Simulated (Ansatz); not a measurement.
Cartesian coordinates in Å:
```
C 0.680 -0.530 1.183
O 0.021 0.299 0.229
C -1.399 0.263 0.341
Al 0.781 0.347 -1.600
H 1.749 -0.410 1.020
H 0.412 -0.202 2.189
H 0.394 -1.575 1.036
H -1.690 0.599 1.339
H -1.767 -0.751 0.162
H -1.793 0.941 -0.414
H 2.308 0.624 -1.216
H -0.108 1.536 -2.196
H 0.411 -1.141 -2.074
```

Charge 0, multiplicity 1.

**Question.** List the PBE0/def2-TZVPP orbital energies in eV (Ansatz). (Best estimate.)

**Answer.** Computed: Occupied: -1526.51, -525.03, -280.34, -280.34, -112.39, -72.48, -72.32, -72.32, -30.96, -21.63, -19.33, -15.39, -14.87, -14.73, -12.33, -11.81, -11.64, -10.10, -9.44, -7.52, -7.39. Lowest empty: 0.17, 1.11, 1.66, 1.69, 2.07, 2.40, 2.51, 2.83.
